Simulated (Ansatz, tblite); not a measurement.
Removing an electron: Al9N8H24⁻, a nanocrystal cut from zinc blende AlN (hydrogen-capped). Charge -1, multiplicity 1. Geometry: PBE-D4/def2-SVP. Ansatz, gas phase; energy differences of separate SCF runs; the oxidised species was run as a doublet alone.

| atom | x (Å) | y (Å) | z (Å) |
| --- | --- | --- | --- |
| N1 | -2.0092 | 1.4692 | 2.6209 |
| N2 | 0.3327 | 2.4076 | -0.8556 |
| N3 | 1.8724 | -2.4967 | 0.5986 |
| N4 | 1.9059 | -0.2598 | -1.4506 |
| N5 | 0.4027 | 0.1456 | 1.1975 |
| N6 | -2.1971 | 0.8270 | -0.3721 |
| N7 | -0.6178 | -1.8164 | -0.9539 |
| N8 | -0.6470 | 0.5237 | -2.9952 |
| Al9 | -0.0129 | 1.4367 | 2.5525 |
| Al10 | 1.4280 | -1.2863 | 2.0851 |
| Al11 | 1.5238 | 1.0077 | -0.0525 |
| Al12 | -2.9139 | 2.0341 | 0.9784 |
| Al13 | -1.2997 | 1.8338 | -1.6927 |
| Al14 | 3.0632 | -1.7126 | -0.7124 |
| Al15 | 0.3420 | -3.3864 | -0.1861 |
| Al16 | 0.4197 | -1.0362 | -2.3395 |
| Al17 | -1.1629 | -0.6255 | 0.4618 |
| H18 | -2.3433 | 0.5335 | 2.9079 |
| H19 | -2.2656 | 2.0991 | 3.3965 |
| H20 | 0.8957 | 3.0390 | -1.4440 |
| H21 | 0.1113 | 2.9752 | -0.0106 |
| H22 | 2.4263 | -3.2459 | 1.0527 |
| H23 | 2.5404 | 0.1842 | -2.1361 |
| H24 | -3.0317 | 0.3655 | -0.7707 |
| H25 | -1.4668 | -2.2508 | -1.3546 |
| H26 | -0.0925 | 0.9889 | -3.7319 |
| H27 | -1.4509 | 0.1435 | -3.5204 |
| H28 | 0.3377 | 2.9305 | 1.9828 |
| H29 | 0.4846 | 1.0921 | 4.0456 |
| H30 | 2.8053 | -0.6623 | 2.6679 |
| H31 | 0.4554 | -2.0547 | 3.1306 |
| H32 | 2.8292 | 1.8209 | 0.4008 |
| H33 | -2.3647 | 3.5215 | 0.6277 |
| H34 | -4.5140 | 1.8365 | 1.1148 |
| H35 | -2.1148 | 2.9594 | -2.5045 |
| H36 | 4.3671 | -1.0192 | -0.0513 |
| H37 | 3.3652 | -2.7180 | -1.9508 |
| H38 | 0.7557 | -4.3299 | -1.4397 |
| H39 | -0.6255 | -4.0821 | 0.9086 |
| H40 | 0.6699 | -1.8735 | -3.6878 |
| H41 | -2.2040 | -1.3187 | 1.4822 |

The xTB rows come from tblite. Correlated methods freeze 53 core orbitals. Single mean-field runs in def2-TZVP are fitted with def2-universal-jkfit. HOMO above LUMO, or a gap near zero within one spin, warns that the state may not be the lowest or that an electron is smeared out.

```csv
level,−HOMO (eV),vertical IE (eV),−LUMO (eV),HOMO–LUMO gap (eV),remarks
GFN1-xTB,6.09,8.07,1.58,4.51,–
GFN2-xTB,6.90,8.80,2.12,4.79,–
PBE-D4/def2-TZVP,2.65,4.69,-1.18,3.83,gap within one spin near zero (doublet)
PBE0-D4/def2-TZVP,3.85,5.34,-1.93,5.78,–
PBE-QIDH/def2-TZVP,–,6.01,–,–,–
```

  Raw xTB energy differences between charge states are shifted by several eV; the methods need an empirical correction for them.
